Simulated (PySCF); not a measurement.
**Simulated absorption spectrum**

Species: C₅H₇F₃.
Cartesian coordinates in Å at the GFN2-xTB level; atoms count from 1:
```xyz
15
C5H7F3 angstrom
F      0.825   -1.355   -1.461
C      0.527   -1.145   -0.138
C     -0.963   -0.872    0.023
C     -1.096    0.591   -0.403
C      0.134    1.274    0.204
C      1.189    0.169    0.335
F      2.326    0.442   -0.344
F      1.583    0.021    1.636
H      0.906   -2.010    0.416
H     -1.238   -1.002    1.070
H     -1.555   -1.547   -0.592
H     -2.026    1.041   -0.061
H     -1.057    0.654   -1.491
H     -0.076    1.664    1.199
H      0.517    2.083   -0.415
```

Method: TDDFT wB97X-D/def2-SVPD, vertical, gas phase, core orbitals frozen in the response (PySCF 2.14.0, density-fitted response routines).

Broadening: Gaussians 0.4 eV wide at half height, area fixed by f = 4.319×10⁻⁹ ∫ε dν̃. The width is an assumption, not a result. The curve ends short of the highest state used, and states not computed would add to its high-energy end.

E (eV), ε (L mol⁻¹ cm⁻¹) and a bar:
```
     8.15          0 
     8.18          1 
     8.20          1 
     8.23          2 
     8.25          3 
     8.28          5 
     8.30          7 
     8.33         11 
     8.35         14 
     8.38         22 
     8.40         28 #
     8.43         39 #
     8.46         54 #
     8.48         65 #
     8.51         85 ##
     8.53        100 ##
     8.56        123 ###
     8.58        140 ###
     8.61        164 ####
     8.63        180 ####
     8.66        200 ####
     8.69        217 #####
     8.71        224 #####
     8.74        231 #####
     8.76        231 #####
     8.79        226 #####
     8.81        219 #####
     8.84        204 ####
     8.86        192 ####
     8.89        173 ####
     8.91        161 ####
     8.94        145 ###
     8.97        136 ###
     8.99        134 ###
     9.02        140 ###
     9.04        152 ###
     9.07        182 ####
     9.09        212 #####
     9.12        274 ######
     9.14        325 #######
     9.17        419 #########
     9.20        531 ############
     9.22        614 #############
     9.25        746 ################
     9.27        838 ##################
     9.30        974 #####################
     9.32       1060 #######################
     9.35       1175 ##########################
     9.37       1241 ###########################
     9.40       1316 #############################
     9.42       1349 #############################
     9.45       1374 ##############################
     9.48       1369 ##############################
     9.50       1351 ##############################
     9.53       1311 #############################
     9.55       1278 ############################
```

Task: Locate the maxima and give the states behind the curve.

Result: 142 nm (8.75 eV), ε about 230, made up of S1 (100%); 131 nm (9.46 eV), ε about 1400, made up of S2 (64%) and S3 (29%) (ε in L mol⁻¹ cm⁻¹; maxima over ε = 5, shares over 10%). The states used: S1 8.75 eV (f 0.0034); S2 9.41 eV (f 0.014); S3 9.49 eV (f 0.0061); S4 9.77 eV (f 0.0060); S5 9.99 eV (f 0.016); S6 10.02 eV (f 0.0028); S7 10.07 eV (f 0.017); S8 10.15 eV (f 0.023).

Task: Coming from long wavelengths, where does ε first pass 100 L mol⁻¹ cm⁻¹?

Result: At about 145 nm (8.53 eV), 0.22 eV below S1.

Task: What would ε be at 9.46 eV, the highest of these maxima, with half the width (0.2 eV)?

Result: About 2310 L mol⁻¹ cm⁻¹ against 1370, a factor of about 1.7; a lone state at its own centre would give exactly 2.

One conformer stands for the species.
